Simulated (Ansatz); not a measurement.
In(py)Cl3 (C5H5Cl3InN), relaxed as a singlet with RKS PBE-D4/def2-SVP in Ansatz, starting from the GFN2-xTB geometry. Force threshold 0.03 eV/Å.

In the def2 sets In takes a core potential; there is no spin–orbit coupling.

Start:

```xyz
15

In   -0.5123   -1.1204    2.4959
N    -0.1041   -0.2365    0.3827
C    -1.0859    0.3060   -0.3233
C    -0.8616    0.9134   -1.5470
C     0.4333    0.9531   -2.0422
C     1.4534    0.3859   -1.2932
C     1.1376   -0.2002   -0.0795
H    -2.0741    0.2415    0.1168
H    -1.6823    1.3449   -2.0978
H     0.6434    1.4184   -2.9936
H     2.4739    0.3971   -1.6416
H     1.8888   -0.6613    0.5512
Cl   -2.7158   -1.7682    2.2485
Cl   -0.0889    0.8056    3.6958
Cl    1.0945   -2.7794    2.5273
```

Task: Estimate the energy that the relaxation releases and the steps that it takes.

Result: 0.20 eV, in 8 steps; 22 s on 4 threads of Arm Neoverse V2 on a shared host. No frequencies were taken in this run, so the end may be a saddle point.

Task: Does the start keep its bonding and symmetry?

Result: By distances, no bond broke or formed. The bond that changes most is In1–Cl13, from 2.31 to 2.38 Å (atoms count from 1).

Task: Predict the relaxed structure.

Result: 
```tsv
atom	x (Å)	y (Å)	z (Å)
In1	-0.504	-1.080	2.500
N2	-0.090	-0.204	0.416
C3	-1.100	0.335	-0.298
C4	-0.878	0.917	-1.550
C5	0.426	0.930	-2.067
C6	1.464	0.352	-1.321
C7	1.165	-0.212	-0.076
H8	-2.102	0.266	0.158
H9	-1.721	1.348	-2.108
H10	0.632	1.383	-3.049
H11	2.497	0.331	-1.696
H12	1.926	-0.705	0.551
Cl13	-2.762	-1.710	2.096
Cl14	-0.189	0.750	3.969
Cl15	1.235	-2.702	2.474
```
Bond lengths: 4 × C–C 1.40 Å; 3 × Cl–In 2.37 to 2.38 Å; 2 × C–N 1.35 Å; 1 × In–N 2.30 Å; 5 × C–H 1.10 Å.
